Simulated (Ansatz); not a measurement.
Mulliken charges of `C[Si](N)(Cl)Cl` from PBE/def2-TZVPP in Ansatz (PBE0-D4/def2-TZVP geometry).

| atom | x (Å) | y (Å) | z (Å) | charge (e) |
| --- | --- | --- | --- | --- |
| C1 | -1.356 | -0.419 | 0.099 | -0.375 |
| Si2 | 0.261 | 0.300 | -0.421 | 0.547 |
| N3 | 1.518 | -0.166 | 0.621 | -0.366 |
| Cl4 | 0.804 | -0.341 | -2.291 | -0.226 |
| Cl5 | 0.017 | 2.347 | -0.560 | -0.234 |
| H6 | -1.614 | -0.082 | 1.106 | 0.106 |
| H7 | -1.301 | -1.509 | 0.097 | 0.119 |
| H8 | -2.150 | -0.101 | -0.579 | 0.119 |
| H9 | 2.475 | -0.074 | 0.319 | 0.159 |
| H10 | 1.430 | -0.006 | 1.612 | 0.149 |

By hand: the dipole of these point charges (1 e Å = 4.8032 D).

Σ q r = (-0.065, -0.303, 0.505) e Å, of length 0.593 e Å = 2.85 D.

How does the dipole of the full density compare? (Estimate.)

Ansatz gave: (0.037, -0.192, 0.458) e Å, 2.39 D; the point charges give 1.19 times that, at 13° from its direction.

Point charges leave out the atoms' own dipoles, such as those of lone pairs, and Mulliken's split depends on the basis, so the two needn't agree.
